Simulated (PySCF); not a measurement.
ClF₂H₃Si₂, SMILES F[SiH](F)[SiH2]Cl. Atoms are numbered in the order given.

```xyz
8

Si    -1.1820    -0.2161     0.3350
F     -1.9404    -1.6466     0.3426
F     -1.8326     0.6626    -0.8565
Si     1.0796    -0.5640    -0.1485
Cl     1.9931     1.2873     0.0660
H     -1.4596     0.4691     1.6220
H      1.6958    -1.5224     0.8127
H      1.2699    -1.0526    -1.5429
```
Charge 0, spin multiplicity 1.

Geometry optimised at PBE0-D3(BJ)/def2-SVP. This is a generated structure with no PubChem entry under its InChIKey; it may be hypothetical. The values are those of a single conformer.

Two levels are set side by side: PBE/pcSseg-1 (PySCF) and HF/pcSseg-1 (PySCF). GIAO shifts against CFCl3 (¹⁹F), HCl (³⁵Cl), TMS (²⁹Si), TMS (¹H) at the same level; non-relativistic, no solvent, atoms listed together averaged. Without spin–orbit terms, shifts of atoms bonded to Cl or Br come out too high at both levels. Differences are taken from unrounded values.

```csv
quantity,HF
δ(²⁹Si) of Si1 (ppm),-8.8
δ(²⁹Si) of Si4 (ppm),-33.4
δ(³⁵Cl) of Cl5 (ppm),-134.2
δ(¹H) of H6 (ppm),5.15
```

Task: What does PBE give, and how far is it from HF? (An estimate is asked for; the answer gives what the named calculation found.)

Result: 
| quantity | PBE | PBE minus HF |
|---|---|---|
| δ(²⁹Si) of Si1 (ppm) | 7.9 | 16.7 |
| δ(²⁹Si) of Si4 (ppm) | -32.8 | 0.5 |
| δ(³⁵Cl) of Cl5 (ppm) | -113.9 | 20.3 |
| δ(¹H) of H6 (ppm) | 6.07 | 0.92 |

Rough cost on one machine, each run with all the roots and properties that it gave: HF against PBE within a factor of 2.
